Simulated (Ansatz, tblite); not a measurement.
Forces on Ge₃O₇H₂ at its r2SCAN-D4/def2-SVP geometry. Total charge 0; singlet.

The xTB rows come from tblite. The structure holds one bond between oxygen atoms, so isomers without such links may lie far lower. The structure comes from a short search, and lower isomers may exist.

GFN1-xTB (tblite), largest force 1.90 eV/Å:

```xyz
12
positions Å, forces eV/Å
Ge    1.841   -0.450    0.363   -0.270    0.117   -0.242
Ge    0.092    1.768    0.487   -0.110    0.059    0.346
Ge   -0.972   -0.563   -0.658    0.120    0.195    0.433
O    -2.183   -1.355   -1.607    0.372   -0.288    0.010
O     0.692   -1.099   -0.868    0.055   -0.263    0.093
O     3.070   -1.278    1.042   -0.534    0.373   -0.332
O     0.001    0.161    1.522   -1.665   -0.674    0.136
O    -1.173   -0.644    1.161    1.608    0.978   -0.231
O     1.766    1.362    0.143    0.214    0.039    0.037
O    -1.005    1.223   -0.792    0.078   -0.077   -0.039
H    -1.894   -2.228   -1.914   -0.096    0.449    0.184
H    -0.235    3.103    1.121    0.228   -0.908   -0.395
```

GFN2-xTB (tblite), largest force 1.90 eV/Å:

```
Ge 1.601 -0.921 0.116
Ge 0.345 0.318 -0.306
Ge -0.538 -0.355 -0.383
O 0.841 0.019 0.377
O -0.192 -0.004 0.224
O -1.472 0.928 -0.769
O -1.499 -0.583 0.454
O 1.193 0.708 -0.125
O -0.424 0.088 0.184
O 0.283 -0.104 0.308
H -0.197 0.249 0.041
H 0.058 -0.342 -0.121
```

LDA (SPW92)/def2-TZVP (Ansatz), largest force 0.82 eV/Å:

```
Ge -0.461 0.245 -0.089
Ge 0.088 -0.785 -0.222
Ge 0.221 0.209 0.269
O 0.032 0.455 0.237
O 0.027 0.069 0.124
O -0.115 0.088 -0.081
O -0.329 -0.169 -0.296
O 0.456 0.321 -0.100
O -0.114 -0.135 0.087
O 0.093 -0.115 0.132
H 0.128 -0.311 -0.103
H -0.027 0.128 0.041
```
